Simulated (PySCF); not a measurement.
A structure optimised at PBE-D3(BJ)/def2-SVP, used in a PySCF frequency run:

```xyz
5

F      0.0000     0.0000     2.1112
Sn     0.0000     0.0000     0.1705
Cl    -1.9261     1.1120    -0.5397
Cl     1.9261     1.1120    -0.5397
Cl     0.0000    -2.2241    -0.5397
```
Charge 0, spin multiplicity 1.

Question: Write its SMILES, formula and point group.

Answer: [F][Sn]([Cl])([Cl])[Cl], Cl₃FSn, C3v

Question: What are its rotational constants (standard atomic weights)?

Answer: 1.3226, 1.3226, 0.96067 GHz
